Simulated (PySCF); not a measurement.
Isomers C₅H₇BO₂:

A. `C(#CC)B1OCCO1`
B. SMILES OB(C#C/C=C/C)O
C. `CC1=CC/1=C\B(O)O`

Spectrum 1. ¹H NMR (300 MHz, computed): δ 8.13 (quint, J = 1.2 Hz, 1H), 3.95 (d, J = 1.6 Hz, 1H), 2.31 (d, J = 1.1 Hz, 3H), 2.12 (br s, 2H). ¹³C{¹H} NMR (computed): δ 152.9 (C), 141.3 (C), 141.3 (CH), 65.3 (CH), 13.0 (CH3).

Spectrum 2. ¹H NMR (300 MHz, computed): δ 4.13 (s, 4H), 1.93 (s, 3H). ¹³C{¹H} NMR (computed): δ 106.0 (C), 81.5 (C), 67.9 (CH2), 5.5 (CH3).

Spectrum 3. ¹H NMR (300 MHz, computed): δ 6.49 (dq, J = 16.7, 8.4 Hz, 1H), 5.63 (dq, J = 16.7, 2.6 Hz, 1H), 2.89 (br s, 2H), 1.91 (dd, J = 8.4, 2.6 Hz, 3H). ¹³C{¹H} NMR (computed): δ 154.8 (CH), 118.6 (CH), 102.9 (C), 96.6 (C), 22.2 (CH3).

Non-relativistic Hamiltonian, gas phase, one computed conformer, equivalent nuclei averaged. Spin–spin couplings from B3LYP/pcJ-1 (spin–dipole term left out of most H,H and C,H couplings); GIAO PBE0/pcSseg-1 shieldings; geometry: PBE0-D3(BJ)/def2-SVP; PySCF.

Shifts are taken against calculated references (same method and geometry level): ¹H (σref 31.27), ¹³C (σref 184.41) against TMS. Multiplet labels drop J under 1 Hz and among equivalent protons, and merge close values. Unscaled 3J(H,H) run several per cent high. Carbons bonded to boron are broad in practice. Shifts are as computed. Against solution values, carbons near 30 ppm lie about +2 ppm off and those near 130 ppm about +5 ppm. Of 1309 compounds with measured shifts, 239 miss one by over three times the rms of a fit or turn the order of signals round; such compounds aren't used in these exercises. OH and NH positions are gas-phase values without hydrogen bonding to other molecules.

Task: Match each spectrum to its structure.

Result: 1–C, 2–A, 3–B.

- Spectrum 1 (C): 5 ¹³C signals; δC 152.9 is a fully substituted alkene carbon; δC 141.3 is a fully substituted alkene carbon.
- Spectrum 2 (A): 4 ¹³C signals; δC 81.5 is an alkyne carbon; δC 67.9 is an sp3 CH2 bonded to O.
- Spectrum 3 (B): 5 ¹³C signals; δC 154.8 is an alkene CH; δC 118.6 is an alkene CH.
